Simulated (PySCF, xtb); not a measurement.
TiO2, SMILES [Ti](=[O])=[O], multiplicity 1.

Harmonic wavenumbers (cm⁻¹) from GFN2-xTB run with xtb at its own minimum, in rising order: 274, 810, 829.

Problem. What does PBE-D3(BJ)/def2-TZVP (PySCF) give at its own minimum? (An estimate is asked for; the answer gives what the named calculation found.)

Solution. 341, 956, 993. Paired by order, the mean absolute difference is 126 cm⁻¹ and the zero-point energies are 2.7 and 3.3 kcal/mol.
